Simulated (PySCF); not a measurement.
# Structure elucidation problem

An unknown has the formula C₆H₈FOPSi. Its calculated NMR data are:

¹H NMR (400 MHz, computed): δ 7.24 (m, 1H), 6.53 (m, 1H), 4.52 (m, 3H), 2.66 (m, 3H).

¹³C{¹H} NMR (computed): δ 213.1 (C), 188.2 (C), 151.1 (CH), 133.0 (C), 123.9 (CH), 39.6 (CH3).

[PySCF 2.14: PBE0/pcSseg-1 with gauge-including orbitals; geometry from GFN2-xTB; non-relativistic; no solvent model; fast rotation and ring inversion assumed for equivalent nuclei; one computed conformer]

Chemical shifts δ = σref − σ; ¹H (σref 31.72), ¹³C (σref 186.93) against TMS, all at this level.

Propose a structure and justify it.

## Answers


1. 6 carbon signals for 6 carbons: no two carbons are equivalent.
2. Carbon types of the structure: 3 × C, 2 × CH, 1 × CH3, leaving 3 H on heteroatoms.
3. δC 213.1: carbonyl carbon.
4. δC 188.2, 133.0: unsaturated ring carbon.
5. δC 151.1, 123.9: unsaturated ring CH.
6. δC 39.6: methyl carbon α to a carbonyl; α to the electron-withdrawing carbonyl group.
7. δH 7.24, 6.53: hydrogen on a unsaturated ring CH.
8. δH 4.52: hydrogen on a silicon bonded to C.
9. δH 2.66: hydrogen on a methyl carbon α to a carbonyl; α to C=O.

The compound is SMILES CC(=O)p1c(F)ccc1[SiH3].

The data come from this structure; uniqueness wasn't tested.

Splittings by ¹⁹F and ³¹P in the carbon and heteronuclear signals aren't shown, as no couplings were computed. Shifts are as computed. Against solution values, carbons near 30 ppm lie about +3 ppm off and those near 130 ppm about +5 ppm. Of 1211 compounds with measured shifts, 218 miss one by over three times the rms of a fit or turn the order of signals round; such compounds aren't used in these exercises. Multiplicities follow the n + 1 count of equivalent neighbours, as no J values were calculated; m marks all less simple cases, F and P coupling included.
